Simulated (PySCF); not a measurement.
C3H7Si (SMILES C1C[SiH]C1), doublet, geometry from GFN2-xTB; CCSD(T)/6-31G (PySCF).

PySCF was given this input:
```python
from pyscf import gto, scf, cc

mol = gto.Mole()
mol.atom = '''
    C     0.07166054   -1.07389880    0.75107332
    C     1.21647703   -0.21911639    0.17752608
    Si   -0.07160241    0.97363099   -0.59501866
    C    -1.14255145   -0.50388412   -0.00456330
    H    -0.03171157   -0.90288341    1.82284416
    H     0.21309311   -2.14337808    0.59131516
    H     1.82583574   -0.77478368   -0.53242339
    H     1.88638902    0.18932069    0.93237250
    H    -0.27982443    2.23653886    0.12751811
    H    -1.99632117   -0.27937673    0.63267274
    H    -1.48854371   -1.17487564   -0.78825468
'''
mol.basis = '6-31g'
mol.spin = 1
mol.verbose = 4
mol.build()

mf = scf.UHF(mol)
mf.kernel()

mycc = cc.CCSD(mf)
mycc.conv_tol = 1e-9
mycc.kernel()
et = mycc.ccsd_t()
print('E(CCSD(T)) = %.10f' % (mycc.e_tot + et))
```

It wrote (shortened):

```
PySCF version 2.14.0

[INPUT] verbose = 4
[INPUT] num. atoms = 11
[INPUT] num. electrons = 39
[INPUT] charge = 0
[INPUT] spin (= nelec alpha-beta = 2S) = 1
[INPUT] symmetry False subgroup None
[INPUT] Mole.unit = angstrom
[INPUT] Symbol           X                Y                Z      unit          X                Y                Z       unit  Magmom
[INPUT]  1 C      0.071660540000  -1.073898800000   0.751073320000 AA    0.135418794538  -2.029374617499   1.419322874268 Bohr   0.0
[INPUT]  2 C      1.216477030000  -0.219116390000   0.177526080000 AA    2.298808423524  -0.414069966503   0.335475671168 Bohr   0.0
[INPUT]  3 Si    -0.071602410000   0.973630990000  -0.595018660000 AA   -0.135308944759   1.839895917489  -1.124422306406 Bohr   0.0
[INPUT]  4 C     -1.142551450000  -0.503884120000  -0.004563300000 AA   -2.159109323725  -0.952202985317  -0.008623387224 Bohr   0.0
[INPUT]  5 H     -0.031711570000  -0.902883410000   1.822844160000 AA   -0.059926182280  -1.706202367313   3.444676230163 Bohr   0.0
[INPUT]  6 H      0.213093110000  -2.143378080000   0.591315160000 AA    0.402687616932  -4.050397552596   1.117423705703 Bohr   0.0
[INPUT]  7 H      1.825835740000  -0.774783680000  -0.532423390000 AA    3.450329497043  -1.464128960983  -1.006134389412 Bohr   0.0
[INPUT]  8 H      1.886389020000   0.189320690000   0.932372500000 AA    3.564758612187   0.357764253814   1.761928671076 Bohr   0.0
[INPUT]  9 H     -0.279824430000   2.236538860000   0.127518110000 AA   -0.528791535663   4.226445912347   0.240974303822 Bohr   0.0
[INPUT] 10 H     -1.996321170000  -0.279376730000   0.632672740000 AA   -3.772500267971  -0.527945505277   1.195578205078 Bohr   0.0
[INPUT] 11 H     -1.488543710000  -1.174875640000  -0.788254680000 AA   -2.812939936344  -2.220193190023  -1.489585461607 Bohr   0.0

nuclear repulsion = 158.506995647934
number of shells = 36
number of NR pGTOs = 140
number of NR cGTOs = 54
basis = 6-31g
ecp = {}

******** <class 'pyscf.scf.uhf.UHF'> ********
method = UHF
initial guess = minao
damping factor = 0
level_shift factor = 0
DIIS = <class 'pyscf.scf.diis.CDIIS'>
diis_start_cycle = 1
diis_space = 8
diis_damp = 0
SCF conv_tol = 1e-09
SCF conv_tol_grad = None
SCF max_cycles = 50
direct_scf = True
direct_scf_tol = 1e-13
number electrons alpha = 20  beta = 19
Set gradient conv threshold to 3.16228e-05
init E= -407.124245275368

cycle= 1 E= -406.407474610348  delta_E= 0.717  |g|= 0.185  |ddm|= 2.02
cycle= 2 E= -406.441544643889  delta_E= -0.0341  |g|= 0.0586  |ddm|= 0.347
cycle= 3 E= -406.445390739212  delta_E= -0.00385  |g|= 0.0228  |ddm|= 0.126
cycle= 4 E= -406.445990654818  delta_E= -0.0006  |g|= 0.00799  |ddm|= 0.0378
cycle= 5 E= -406.446174262357  delta_E= -0.000184  |g|= 0.00383  |ddm|= 0.0276
cycle= 6 E= -406.446219339446  delta_E= -4.51e-05  |g|= 0.00223  |ddm|= 0.0135
cycle= 7 E= -406.446236547731  delta_E= -1.72e-05  |g|= 0.00111  |ddm|= 0.0102
cycle= 8 E= -406.446240908986  delta_E= -4.36e-06  |g|= 0.000481  |ddm|= 0.00566
cycle= 9 E= -406.446241684834  delta_E= -7.76e-07  |g|= 0.000178  |ddm|= 0.00269
cycle= 10 E= -406.446241765592  delta_E= -8.08e-08  |g|= 8.26e-05  |ddm|= 0.000752
cycle= 11 E= -406.446241783749  delta_E= -1.82e-08  |g|= 2.7e-05  |ddm|= 0.000413
cycle= 12 E= -406.44624178554  delta_E= -1.79e-09  |g|= 9.38e-06  |ddm|= 0.000115
cycle= 13 E= -406.446241785726  delta_E= -1.86e-10  |g|= 4.24e-06  |ddm|= 3.57e-05
Extra cycle  E= -406.446241785749  delta_E= -2.35e-11  |g|= 2.67e-06  |ddm|= 9.37e-06
converged SCF energy = -406.446241785749  <S^2> = 0.75267635  2S+1 = 2.0026746

******** <class 'pyscf.cc.uccsd.UCCSD'> ********
CC2 = 0
CCSD nocc = (np.int64(20), np.int64(19)), nmo = (54, 54)
max_cycle = 50
direct = 0
conv_tol = 1e-09
conv_tol_normt = 1e-06
diis_space = 6
diis_start_cycle = 0
diis_start_energy_diff = 1e+09
Init t2, MP2 energy = -0.32199969696415
Init E_corr(UCCSD) = -0.321999696970917
cycle = 1  E_corr(UCCSD) = -0.350575933001212  dE = -0.028576236  norm(t1,t2) = 0.0761984
cycle = 2  E_corr(UCCSD) = -0.361183085921959  dE = -0.0106071529  norm(t1,t2) = 0.0285067
cycle = 3  E_corr(UCCSD) = -0.36707367994891  dE = -0.00589059403  norm(t1,t2) = 0.0134504
cycle = 4  E_corr(UCCSD) = -0.367252774345085  dE = -0.000179094396  norm(t1,t2) = 0.00278994
cycle = 5  E_corr(UCCSD) = -0.367154597921006  dE = 9.81764241e-05  norm(t1,t2) = 0.0013799
cycle = 6  E_corr(UCCSD) = -0.367157643075142  dE = -3.04515414e-06  norm(t1,t2) = 0.000504912
cycle = 7  E_corr(UCCSD) = -0.367163360585795  dE = -5.71751065e-06  norm(t1,t2) = 0.000185663
cycle = 8  E_corr(UCCSD) = -0.367161160156554  dE = 2.20042924e-06  norm(t1,t2) = 6.48226e-05
cycle = 9  E_corr(UCCSD) = -0.367161092602461  dE = 6.75540925e-08  norm(t1,t2) = 2.61832e-05
cycle = 10  E_corr(UCCSD) = -0.367160849154805  dE = 2.43447656e-07  norm(t1,t2) = 1.01414e-05
cycle = 11  E_corr(UCCSD) = -0.367160625552998  dE = 2.23601808e-07  norm(t1,t2) = 4.51354e-06
cycle = 12  E_corr(UCCSD) = -0.367160510292394  dE = 1.15260604e-07  norm(t1,t2) = 1.98952e-06
cycle = 13  E_corr(UCCSD) = -0.367160466679205  dE = 4.36131888e-08  norm(t1,t2) = 8.60897e-07
cycle = 14  E_corr(UCCSD) = -0.367160462222831  dE = 4.45637394e-09  norm(t1,t2) = 3.61715e-07
cycle = 15  E_corr(UCCSD) = -0.367160466367757  dE = -4.14492596e-09  norm(t1,t2) = 1.54079e-07
cycle = 16  E_corr(UCCSD) = -0.367160467041411  dE = -6.73653966e-10  norm(t1,t2) = 5.89754e-08
UCCSD converged
E(UCCSD) = -406.8134022527908  E_corr = -0.3671604670414108
UCCSD(T) correction = -0.00933169232116807
E(CCSD(T)) = -406.8227339451
```
